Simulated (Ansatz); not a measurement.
Consider the ligand exchange at the Al–Se bond: `[CH3][Al]([CH3])[SeH]` + `OB(O)S` → `[CH3][Al]([CH3])[S]B(O)O` + H₂Se.

Program: Ansatz. Geometries: PBE0-D4/def2-TZVP. ΔE: electronic, gas phase. CCSD(T)/CBS is the MP2 limit (def2-TZVPP, def2-QZVPP) plus CCSD(T) − MP2 in def2-TZVPP, frozen cores. For Se outer-core shells are correlated without core-valence functions, which leaves a few kJ/mol of doubt a bond. Scalar relativity is left out up to krypton. Each species was taken in one conformer, which may not be the lowest.

| species | CCSD(T)/CBS(def2) energy (Eh) |
| --- | --- |
| `[CH3][Al]([CH3])[SeH]` | -2723.10370 |
| `OB(O)S` | -574.86140 |
| `[CH3][Al]([CH3])[S]B(O)O` | -896.06259 |
| H₂Se | -2401.89790 |

Work out ΔE.

ΔE = (-896.06259) + (-2401.89790) − (-2723.10370) − (-574.86140) = 0.00461 Eh = +2.9 kcal/mol.

Largest T1 diagnostic among the species: 0.012.

The D4 term adds −1.4 kcal/mol with B3LYP and −0.9 kcal/mol with PBE0; it sums over pairs of atoms, weighted by their polarisabilities, and B3LYP, whose exchange is more repulsive, gets the larger term. In def2-TZVPP, CCSD(T) changes the Hartree–Fock value by −3.1 kcal/mol (the triples alone add −0.7 kcal/mol) and MP2 by −3.2 kcal/mol.

B3LYP here is the variant with VWN-RPA as its local correlation; programs differ in this.
